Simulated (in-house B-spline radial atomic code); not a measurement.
Settings and results of a run for Cr III (Cr2+). Computed with an all-electron radial atomic-structure program (B-spline basis): non-relativistic B97-1, spin-polarised, spherical fractional occupations, point nucleus.

In the input, 3d5,1 would mean five up and one down electron.

Command:
```bash
python run_scf.py task.json out
```
Settings:
```
Z                24
configuration    1s2 2s2 2p6 3s2 3p6 3d3,1
hamiltonian      nr
method           b97_1
spin_polarised   True
```

Output (hartree, bohr):
```
 radial grid: 48 intervals, B-splines of order 8, outer radius 25.5556 bohr

 iter        energy (Eh)    residual
    1       -1033.490602    4.69e-01
    2       -1038.322526    4.47e-01
    3       -1042.949310    8.71e-02
    4       -1043.238793    1.97e-02
    5       -1043.244659    9.43e-03
    6       -1043.246157    5.52e-03
    7       -1043.247142    5.01e-04
    8       -1043.247147    6.51e-05
    9       -1043.247147    4.74e-06
   10       -1043.247147    1.40e-07

 total energy                     -1043.24715
 kinetic                            1042.3209
 electron-nucleus                  -2461.7986
 Hartree                             424.0420
 exact exchange                       -9.7219
 exchange-correlation                -38.0896

 orbital      occ     eigenvalue          <r>       <r^2>       <1/r>     <1/r^3>       <r^4>       r_max
 1s up      1.000      -216.4722    0.0641823  0.00552578     23.5222           - 7.80908e-05     0.04225
 1s down    1.000      -216.4724    0.0641821  0.00552572     23.5223           - 7.80881e-05     0.04225
 2s up      1.000       -25.4642     0.295773     0.10328     4.98326           -   0.0186547       0.246
 2s down    1.000       -25.4304     0.295429    0.103018     4.98896           -   0.0185433      0.2459
 2p up      3.000       -21.7362     0.260981   0.0837593      4.9223     350.304   0.0143155      0.1989
 2p down    3.000       -21.7085     0.260588   0.0834718     4.92767     351.086    0.014194      0.1988
 3s up      1.000        -3.6505     0.903958    0.941985     1.55508           -     1.43261      0.7824
 3s down    1.000        -3.5620     0.905829    0.946347     1.55037           -     1.45143      0.7829
 3p up      3.000        -2.5928     0.956321     1.07542     1.43215     42.0148      2.0081      0.7992
 3p down    3.000        -2.4981     0.960906     1.08731     1.42478     41.4443     2.06974      0.8002
 3d up      3.000        -0.8920      1.20736     1.86645     1.09443     3.47994     8.27959      0.8208
 3d down    1.000        -0.7680      1.28298     2.13878     1.04883     3.20846     11.2364      0.8368
```

Time taken, with all properties: 0.2 s on 1 thread of Arm Neoverse N1, on a shared host.

Caution: exact exchange at fractional occupations of open shells leaves self-interaction of up to several eV.
